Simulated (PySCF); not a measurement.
Computed Raman spectrum (relative Raman activity) of a molecule C₂H₉NOSi. Coordinates come from a PBE0-D3(BJ)/def2-SVP optimisation. One conformer was computed; it need not be the lowest. Computed with PBE0-D3(BJ)/def2-SVP (PySCF 2.14.0). Frequencies are harmonic and unscaled.

Lines under 2 % of the strongest are left out, and lines within 2 cm⁻¹ are merged.

```
ν (cm⁻¹)  relative intensity
--------  ------------------
631                      3.4
666                      7.9
753                      3.2
768                      4.0
828                      3.3
877                      5.1
904                      3.4
1172                     2.5
1429                      19
1470                     8.1
1477                      23
1541                     4.5
2271                     100
2997                      94
3057                      97
3068                      45
3121                      87
3156                      53
3171                      62
3625                      90
3727                      52
```

Which structure fits?
(A) CN(C)[SiH2]O
(B) CO[Si@H](C)N
(C) CCN[SiH2]O
(D) C[C@H](N)[SiH2]O

B, CO[Si@H](C)N
